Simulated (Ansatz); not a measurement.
Consider the formal hydrolysis of the Si–Ga bond: `[GaH2][SiH]1OCS1` + H₂O → `O[SiH]1OCS1` + `[GaH3]`.

Computed with Ansatz on PBE0-D4/def2-TZVP structures; ΔE is electronic, products minus reactants. CBS: MP2 limit from def2 TZ/QZ plus the TZ coupled-cluster correction, frozen cores. This one scheme is used for every species. DFT in def2-TZVPP. For Ga outer-core shells are correlated without core-valence functions, which leaves a few kJ/mol of doubt a bond. Scalar relativity is left out up to krypton. One conformer a species, not always the lowest.

```tsv
level	ΔE (kJ/mol)
ωB97X-V	-121.9
PBE	-101.3
r2SCANh	-120.2
r2SCAN0	-121.3
HF/def2-SVP	-128.1
MP2/def2-SVP	-124.7
CCSD/def2-TZVPP	-120.5
HF/CBS(def2)	-141.6
```

What does CCSD(T)/CBS give? (An estimate is asked.)

Computed: -112.6 kJ/mol. The listed levels differ from it by -9.3, 11.3, -7.6, -8.7, -15.5, -12.1, -7.9, -29.0 kJ/mol.

Largest T1 diagnostic among the species: 0.013.

At CCSD(T), def2-SVP lies −4.6 kJ/mol from the extrapolated value and def2-TZVPP −5.5 kJ/mol. Leaving LDA and LC-ωPBE aside and taking each functional with its dispersion term where it has one, the values, not all of them listed here, spread over 31.4 kJ/mol, from B97M-V to revPBE-D4. LDA lies −9.8 kJ/mol from PBE without D4.

CCSD(T)/CBS has its own doubt, a few kJ/mol and more with outer-core shells, so smaller differences from it don't rank the levels.
